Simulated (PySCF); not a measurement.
Si(OH) (HOSi), SMILES O[Si] (connectivity only; charge and spin as stated), neutral, multiplicity 2.

Geometry optimised at PBE0-D3(BJ)/def2-TZVPD.

These are PBE0-D3(BJ)/def2-TZVPD (PySCF) values and carry that method's errors.

Frequencies are harmonic and unscaled.

```json
[
 {"mode": "1", "ν (cm⁻¹)": "760", "IR (km/mol)": "168.7", "moving atoms (share of kinetic energy)": "H 80 %, O 17 %"},
 {"mode": "2", "ν (cm⁻¹)": "879", "IR (km/mol)": "82.7", "moving atoms (share of kinetic energy)": "O 52 %, Si 37 %, H 12 %"},
 {"mode": "3", "ν (cm⁻¹)": "3851", "IR (km/mol)": "119.4", "moving atoms (share of kinetic energy)": "H 94 %"}
]
```
